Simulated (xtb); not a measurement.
C2H10Si4, SMILES C1=C[SiH2][Si@@H]1[SiH2][SiH3]. All values are semi-empirical tight-binding results from xtb (GFN2-xTB unless named), good for trends rather than for accurate numbers. Geometry: GFN2-xTB. The structure was generated by enumeration; whether it is a known compound was not checked. The values are those of a single conformer.

Optimised geometry:

```xyz
16

Si     3.1579    -0.2918     0.1193
Si     1.2449     0.4997     1.1433
Si    -0.5830     0.7376    -0.2725
C     -2.3040     0.7187     0.5507
C     -2.9508    -0.3143    -0.0015
Si    -1.7439    -1.0564    -1.2621
H      3.6737     0.6677    -0.8609
H      2.8830    -1.5277    -0.6203
H      4.2699    -0.5896     1.0236
H      1.5463     1.7664     1.8340
H      0.8709    -0.3978     2.2498
H     -0.4456     1.9632    -1.0923
H     -2.7227     1.3560     1.3191
H     -3.9586    -0.6088     0.2611
H     -2.2680    -1.0519    -2.6338
H     -1.3831    -2.4500    -0.9666
```

Computed properties:
```yaml
orbital_gap: 3.01 eV
dipole_moment: 0.55 D
zero_point_energy: 59.7 kcal/mol
G − E(el) at 298.15 K (modified RRHO): 36.1 kcal/mol
static polarisability (D4 model): 133.0 bohr³
solvation energy, GFN2-xTB/ALPB(water): -0.9 kcal/mol
solvation energy, GFN2-xTB/ALPB(ether): -6.3 kcal/mol
```

Question: Give the atomic charges and the Wiberg bond orders between heavy atoms. (An estimate is asked for; the answer gives what the named calculation found.)

Answer: charges (e) Si1 0.35, Si2 0.28, Si3 0.30, C4 -0.15, C5 -0.15, Si6 0.36, H7 -0.14, H8 -0.14, H9 -0.11, H10 -0.13, H11 -0.14, H12 -0.12, H13 0.00, H14 0.00, H15 -0.10, H16 -0.12. Bond orders Si1–Si2 0.86, Si2–Si3 0.83, Si3–C4 0.91, C4–C5 1.95, Si3–Si6 0.82, C5–Si6 0.92.
